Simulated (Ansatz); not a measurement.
Input and output for `[F][Ta]([Cl])([Cl])([Cl])[Cl]`.

```yaml
crystal:
  periodic: [false, false, false]
  atoms:
    - {symbol: F, position_ang: [-0.834356, 0.140538, -1.709654]}
    - {symbol: Ta, position_ang: [-0.017785, -0.006227, -0.057920]}
    - {symbol: Cl, position_ang: [-2.061174, -0.733045, 0.764722]}
    - {symbol: Cl, position_ang: [0.999141, -1.921934, 0.614646]}
    - {symbol: Cl, position_ang: [1.928436, 0.738328, -1.076890]}
    - {symbol: Cl, position_ang: [0.027837, 1.718242, 1.418796]}
basis:
  gaussian: {orbitals: def2-TZVPD, point_charges: [{charge: 2.00, position_ang: [6.297, 0.582, -0.595]}]}
magnetization: {spin_polarized: true, initial_magnetization: 2}
hamiltonian: {xc: {name: HF}}
correlation: {method: mp2, electrons: outside_noble_gas}
```

```sh
$ ansatz run in.yaml --threads 4 --pin off --events-out ev --progress --plain --max-ram 11315MiB
```

Output, abridged:

```
Functional definition: HF
1712 factors; integrals over basis functions are off by at most 6.3e-4 eV
mean field evaluation 1: about -54255.1172 eV, gradient 4.0e1 eV
mean field evaluation 2: about -54255.1321 eV, gradient 4.0e1 eV
mean field evaluation 4: about -54263.0320 eV, gradient 8.7e0 eV
mean field evaluation 8: about -54263.7315 eV, gradient 5.5e-1 eV
mean field evaluation 16: about -54263.7591 eV, gradient 1.3e-2 eV
mean field evaluation 32: about -54263.7589 eV, gradient 2.7e-2 eV
mean field evaluation 160: about -54263.7271 eV, gradient 3.4e-1 eV
mean field evaluation 192: about -54263.7575 eV, gradient 1.1e-1 eV
a density is far from that of the atoms, so the factors are made again for it
1808 factors; integrals over basis functions are off by at most 6.8e-4 eV
mean field evaluation 320: about -54263.2875 eV, gradient 6.1e-2 eV
mean field evaluation 416: about -54263.7590 eV, gradient 2.6e-2 eV
mean field -54263.75909883 eV, -1994.1563655852 hartree, gradient 3.2e-6 eV, S^2 2.016604; 12 other end points of the search recorded, 0 dependent functions left out
25 core orbitals not correlated: weight in the atoms' cores, before any rotation towards them, 0.956 or more for the frozen orbitals, at most 0.039 for the correlated occupied ones
reference -54263.75909883 eV, -1994.1563655852 hartree; 21, 19 occupied and 221, 223 virtual orbitals, 1808 factors
second order -31.14132302 eV of doubles, -0.00000000 eV of singles
Total energy: -54294.90042186 eV, -1995.3007880980 hartree
```

Run time 4.2 min (4 threads of an Arm Neoverse V2 on a shared host); peak host memory 1.2 GiB.
